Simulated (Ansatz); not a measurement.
```yaml
crystal:
  periodic: [false, false, false]
  atoms:
    - {symbol: N, position_ang: [-1.287874, 0.746150, 1.042371]}
    - {symbol: B, position_ang: [-0.285562, 0.770093, -0.109556]}
    - {symbol: F, position_ang: [-0.917511, 2.147199, -0.400023]}
    - {symbol: O, position_ang: [0.325084, 0.413072, -1.006533]}
    - {symbol: Si, position_ang: [0.840959, -1.154576, -0.711051]}
    - {symbol: H, position_ang: [-1.034977, 0.093575, 1.374393]}
    - {symbol: H, position_ang: [-1.350034, 1.365693, 1.394159]}
    - {symbol: H, position_ang: [0.255543, -2.095041, -1.901915]}
    - {symbol: H, position_ang: [0.380802, -1.999542, 0.694739]}
    - {symbol: H, position_ang: [2.597144, -1.124658, -0.779422]}
basis:
  gaussian: {orbitals: "6-31++G**"}
hamiltonian: {xc: {name: PBE0}}
```

```sh
$ ansatz run in.yaml --threads 4 --pin off --events-out ev --progress --plain --max-ram 10444MiB
```

It prints (some lines left out):

```
Functional definition: PBE0
1238 factors; their error is unknown
mean field evaluation 1: about -14857.9792 eV, gradient 8.7e1 eV
mean field evaluation 2: about -14799.8510 eV, gradient 1.4e2 eV
mean field evaluation 4: about -14871.0151 eV, gradient 1.5e1 eV
mean field evaluation 8: about -14871.5067 eV, gradient 1.6e-1 eV
mean field evaluation 16: about -14871.5584 eV, gradient 4.3e-4 eV
mean field -14871.55837532 eV, -546.5196899886 hartree, gradient 1.6e-5 eV, S^2 0.000000; 0 other end points of the search recorded, 0 dependent functions left out
reference -14871.55844370 eV, -546.5196925018 hartree; 24, 24 occupied and 105, 105 virtual orbitals, 1238 factors
Total energy: -14871.55844370 eV, -546.5196925018 hartree
```

Run time 1.1 s (4 threads of an Arm Neoverse V2 on a shared host); peak host memory 0.42 GiB.
